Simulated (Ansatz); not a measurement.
C2H7AlO, charge -1, doublet, at a GFN2-xTB geometry (such geometries of metal compounds can be far from the true shape) (a state made from the parent by changing its charge; the spin is typed, not shown lowest) (a gas-phase anion, which may not be bound at this level); BCCD/6-31G* run with Ansatz (an electronic-structure program).

Here is a job for Ansatz.
Ansatz 0.2 input:
```yaml
crystal:
  periodic: [false, false, false]
  atoms:
    - {symbol: Al, position_ang: [-0.05949894, 0.01480982, -0.03985611]}
    - {symbol: C, position_ang: [-1.48443607, -1.62079289, 0.20032043]}
    - {symbol: H, position_ang: [-1.07065601, -2.58667781, -0.12788458]}
    - {symbol: H, position_ang: [-2.42079013, -1.49239913, -0.36407689]}
    - {symbol: H, position_ang: [-1.78749153, -1.75991934, 1.24944739]}
    - {symbol: C, position_ang: [0.23092858, 1.93280214, -1.03999817]}
    - {symbol: H, position_ang: [1.10902001, 1.92879699, -1.70393006]}
    - {symbol: H, position_ang: [0.39218448, 2.75555545, -0.32659809]}
    - {symbol: H, position_ang: [-0.61521081, 2.24808699, -1.66962647]}
    - {symbol: O, position_ang: [1.32369490, -0.32947953, 0.88669365]}
    - {symbol: H, position_ang: [2.09791598, -0.52219010, 1.40531537]}
basis:
  gaussian:
    orbitals: 6-31G*
total_charge: -1
magnetization: {spin_polarized: true, initial_magnetization: 1}
correlation: {method: bccd}
```

Question: Predict the main parts of the log of this Ansatz run.

Answer: 
```
Functional definition: HF
798 factors; integrals over basis functions are off by at most 6.7e-4 eV
mean field evaluation 1: about -10786.9908 eV, gradient 2.1e1 eV
mean field evaluation 2: about -10787.0242 eV, gradient 2.1e1 eV
mean field evaluation 4: about -10789.4404 eV, gradient 2.7e0 eV
mean field evaluation 8: about -10789.5680 eV, gradient 2.9e-1 eV
mean field evaluation 16: about -10789.5767 eV, gradient 5.8e-2 eV
mean field evaluation 32: about -10789.5769 eV, gradient 7.4e-6 eV
mean field evaluation 64: about -10789.5503 eV, gradient 5.7e-1 eV
mean field evaluation 96: about -10789.7027 eV, gradient 3.5e0 eV
mean field evaluation 128: about -10789.9605 eV, gradient 4.5e-2 eV
mean field evaluation 160: about -10787.9328 eV, gradient 2.3e-1 eV
mean field evaluation 192: about -10789.9537 eV, gradient 4.0e-1 eV
mean field evaluation 224: about -10789.5769 eV, gradient 7.4e-6 eV
mean field evaluation 256: about -10787.9343 eV, gradient 1.1e-2 eV
mean field -10789.96074315 eV, -396.5237436128 hartree, gradient 2.2e-6 eV, S^2 0.776189; 9 other end points of the search recorded, 0 dependent functions left out
determinant -10789.96074315 eV, -396.5237436128 hartree, with singles and doubles -10804.88909419 eV, -397.0723503945 hartree
determinant -10789.57691027 eV, -396.5096380145 hartree, with singles and doubles -10804.57896401 eV, -397.0609533207 hartree
determinant -10787.93426188 eV, -396.4492717995 hartree, with singles and doubles -10803.10849782 eV, -397.0069146851 hartree
determinant -10786.51198238 eV, -396.3970039922 hartree, with singles and doubles -10801.71187756 eV, -396.9555898369 hartree
determinant -10789.96074315 eV, -396.5237436128 hartree, with singles and doubles -10804.88899206 eV, -397.0723466414 hartree
determinant -10789.57691027 eV, -396.5096380145 hartree, with singles and doubles -10804.58085746 eV, -397.0610229036 hartree
8 core orbitals not correlated
reference -10789.96074315 eV, -396.5237436128 hartree; 13, 12 occupied and 57, 58 virtual orbitals, 798 factors
second order -13.70965999 eV of doubles, -0.00000000 eV of singles
cycle   1  -14.90280891 eV  change    2.5e-2 eV  update   9.3e-3
cycle   2  -14.89833347 eV  change    4.5e-3 eV  update   2.7e-3
cycle   3  -14.89856175 eV  change   -2.3e-4 eV  update   9.9e-4
cycle   4  -14.89823643 eV  change    3.3e-4 eV  update   4.9e-4
cycle   5  -14.89831051 eV  change   -7.4e-5 eV  update   2.0e-4
cycle   6  -14.89838989 eV  change   -7.9e-5 eV  update   6.6e-5
cycle   7  -14.89839223 eV  change   -2.3e-6 eV  update   2.0e-5
Total energy: -10804.85913538 eV, -397.0712494288 hartree
```
